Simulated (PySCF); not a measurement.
A PySCF script (with the pyscf-properties extension) for the spin–spin couplings of `O=C=CBr`, C₂HBrO, on a GFN2-xTB geometry:

```python
import basis_set_exchange as bse
import numpy as np
from pyscf import gto, dft
from pyscf.data import nist
from pyscf.prop import ssc

atoms = """
O     1.968949   -0.446111   -0.002579
C     0.866422   -0.091380   -0.002300
C    -0.372818    0.285384   -0.004146
Br   -1.739959   -1.046619   -0.010779
H    -0.713971    1.301578    0.002618
"""
names = {"O": "pcJ-1", "C": "pcJ-1", "Br": "pcSseg-1", "H": "pcJ-1"}
basis = {el: gto.basis.parse(bse.get_basis(n, elements=[el], fmt="nwchem")) for el, n in names.items()}
mol = gto.M(atom=atoms, basis=basis, charge=0, verbose=0)
mf = dft.RKS(mol, xc="B3LYP")
mf.grids.level = 2
mf.grids.alignment = dft.numint.BLKSIZE   # the property module wants whole blocks of grid points
mf.conv_tol = 1e-9
mf.kernel()

sc = ssc.RKS(mf)
sc.with_fcsd = True   # Fermi contact and spin-dipole together
sc.max_cycle_cphf = 60
g = {"C": 1.4048236, "H": 5.58569468, "O": -0.757516}   # nuclear g factors of 13C, 1H, 17O
sc.nuc_pair = [(i, j) for i in range(mol.natm) for j in range(i + 1, mol.natm)
               if mol.atom_pure_symbol(i) in g and mol.atom_pure_symbol(j) in g]
K = sc.kernel()
unit = nist.HARTREE2J / nist.PLANCK * (0.5 * nist.E_MASS / nist.PROTON_MASS) ** 2
for (i, j), k in zip(sc.nuc_pair, K):
    a, b = mol.atom_pure_symbol(i), mol.atom_pure_symbol(j)
    J = unit * g[a] * g[b] * np.trace(k) / 3
    if abs(J) >= 1:
        print("%s%d %s%d %8.1f Hz" % (a, i, b, j, J))
```

Question: Give the expected output.

Answer: 
```
O0 C1     20.2 Hz
O0 C2      8.2 Hz
C1 C2    147.2 Hz
C1 H4     13.8 Hz
C2 H4    227.2 Hz
```

These numbers come from an equivalent density-fitted implementation of the same equations, which agrees with the script to about 0.1 Hz, so last digits may differ.

Size and cost of the density-fitted run: 132 basis functions, 7.1 s wall time on 1 thread of an Arm Neoverse V2, shared host.
